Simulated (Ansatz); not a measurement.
Consider the hydrogenolysis of the Si–O bond: `C=C[Si](N)(Cl)OC` + H₂ → `C=C[SiH](N)Cl` + CH₃OH.

Isolated molecules relaxed with PBE0-D4/def2-TZVP in Ansatz; ΔE leaves out vibrations. CCSD(T)/CBS adds triple-zeta CCSD(T) − MP2 to the extrapolated MP2 energy (def2 sets, frozen cores). This one scheme is used for every species. Functionals use def2-TZVPP. B3LYP here is the variant with VWN-RPA as its local correlation; programs differ in this. One conformer a species, not always the lowest.

`C=C[Si](N)(Cl)OC`:

```xyz
15

C     1.401    0.670    2.384
C     1.097   -0.182    1.410
Si    0.124    0.238   -0.101
N     0.950    0.211   -1.593
Cl   -0.567    2.176    0.054
O    -1.099   -0.835   -0.134
C    -2.104   -0.878   -1.125
H     1.993    0.373    3.244
H     1.065    1.702    2.361
H     1.457   -1.208    1.495
H     1.389    1.046   -1.944
H     1.423   -0.621   -1.906
H    -2.589   -1.854   -1.075
H    -1.686   -0.736   -2.126
H    -2.854   -0.102   -0.944
```

H₂:

Z-matrix (Å, degrees):
```
H
H 1 0.746
```

`C=C[SiH](N)Cl`:

Cartesian coordinates in Å:
```
C -0.451 -1.740 0.957
C -0.810 -0.593 0.389
Si 0.223 0.370 -0.807
N 0.379 1.968 -0.237
Cl 2.020 -0.644 -1.040
H 0.510 -2.201 0.746
H -1.099 -2.264 1.653
H -1.786 -0.175 0.635
H -0.357 0.450 -2.166
H 0.648 2.139 0.719
H 0.724 2.691 -0.848
```

CH₃OH:

```xyz
6

C     0.073   -0.226   -0.265
O     0.344    0.705    0.757
H     1.031   -0.507   -0.704
H    -0.554    0.196   -1.060
H    -0.407   -1.136    0.115
H    -0.487    0.969    1.157
```

```json
{"level": "PBE-D4", "ΔE (kJ/mol)": "85.3", "difference from CCSD(T)/CBS": "-7.3"}
{"level": "r2SCAN-D4", "ΔE (kJ/mol)": "96.3", "difference from CCSD(T)/CBS": "3.7"}
{"level": "PBE0-D4", "ΔE (kJ/mol)": "85.3", "difference from CCSD(T)/CBS": "-7.3"}
{"level": "B3LYP-D4", "ΔE (kJ/mol)": "94.1", "difference from CCSD(T)/CBS": "1.5"}
{"level": "ωB97X-V", "ΔE (kJ/mol)": "90.6", "difference from CCSD(T)/CBS": "-2.0"}
{"level": "ωB97M-V", "ΔE (kJ/mol)": "93.4", "difference from CCSD(T)/CBS": "0.8"}
{"level": "B2PLYP", "ΔE (kJ/mol)": "87.7", "difference from CCSD(T)/CBS": "-4.9"}
{"level": "PBE", "ΔE (kJ/mol)": "75.7", "difference from CCSD(T)/CBS": "-16.9"}
{"level": "r2SCAN", "ΔE (kJ/mol)": "93.3", "difference from CCSD(T)/CBS": "0.7"}
{"level": "PBE0", "ΔE (kJ/mol)": "76.7", "difference from CCSD(T)/CBS": "-15.9"}
{"level": "B3LYP", "ΔE (kJ/mol)": "79.0", "difference from CCSD(T)/CBS": "-13.6"}
{"level": "HF/def2-TZVPP", "ΔE (kJ/mol)": "77.4", "difference from CCSD(T)/CBS": "-15.2"}
{"level": "MP2/def2-TZVPP", "ΔE (kJ/mol)": "98.7", "difference from CCSD(T)/CBS": "6.1"}
{"level": "SCS-MP2/def2-TZVPP", "ΔE (kJ/mol)": "93.1", "difference from CCSD(T)/CBS": "0.5"}
{"level": "CCSD/def2-TZVPP", "ΔE (kJ/mol)": "88.2", "difference from CCSD(T)/CBS": "-4.4"}
{"level": "CCSD(T)/def2-TZVPP", "ΔE (kJ/mol)": "92.0", "difference from CCSD(T)/CBS": "-0.6"}
{"level": "HF/def2-QZVPP", "ΔE (kJ/mol)": "78.0", "difference from CCSD(T)/CBS": "-14.6"}
{"level": "MP2/def2-QZVPP", "ΔE (kJ/mol)": "99.2", "difference from CCSD(T)/CBS": "6.6"}
{"level": "SCS-MP2/def2-QZVPP", "ΔE (kJ/mol)": "93.6", "difference from CCSD(T)/CBS": "1.0"}
{"level": "HF/CBS(def2)", "ΔE (kJ/mol)": "78.1", "difference from CCSD(T)/CBS": "-14.5"}
{"level": "MP2/CBS(def2)", "ΔE (kJ/mol)": "99.2", "difference from CCSD(T)/CBS": "6.6"}
{"level": "CCSD/CBS(def2)", "ΔE (kJ/mol)": "88.8", "difference from CCSD(T)/CBS": "-3.8"}
{"level": "CCSD(T)/CBS", "ΔE (kJ/mol)": "92.6", "difference from CCSD(T)/CBS": "0"}
```

Largest T1 diagnostic among the species: 0.011.

In def2-TZVPP, CCSD(T) changes the Hartree–Fock value by +14.7 kJ/mol (the triples alone add +3.8 kJ/mol) and MP2 by +21.3 kJ/mol. The D4 term adds +15.1 kJ/mol with B3LYP and +8.6 kJ/mol with PBE0; it sums over pairs of atoms, weighted by their polarisabilities, and B3LYP, whose exchange is more repulsive, gets the larger term.
